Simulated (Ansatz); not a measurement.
An input meant for Ag(NH3)Cl (AgNClH₃) (charge 0, singlet; scaled by 0.96).

```yaml
crystal:
  periodic: [false, false, false]
  atoms:
    - {symbol: Ag, position_ang: [-0.002966, 0.001829, -1.194420]}
    - {symbol: N, position_ang: [0.002176, -0.001315, 0.874613]}
    - {symbol: H, position_ang: [-0.400567, 0.819282, 1.232257]}
    - {symbol: H, position_ang: [0.915999, -0.062857, 1.227632]}
    - {symbol: H, position_ang: [-0.506241, -0.761977, 1.230126]}
    - {symbol: Cl, position_ang: [-0.008401, 0.005037, -3.370217]}
basis:
  gaussian: {orbitals: STO-3G}
magnetization: {spin_polarized: true, initial_magnetization: 1}
hamiltonian: {xc: {name: r2SCAN0}}
output: {forces: true}
```

```sh
$ ansatz run in.yaml --threads 4 --pin off --events-out ev --progress --plain --max-ram 3916MiB
```

It prints (some lines left out):

```
Error: a molecule whose nuclei and cores have a total charge of 74 cannot have a net charge of 0 together with 1 unpaired electrons
```

Something in this input is off. What?

The number of unpaired electrons doesn't fit the electron count. The input was rejected before any iteration.
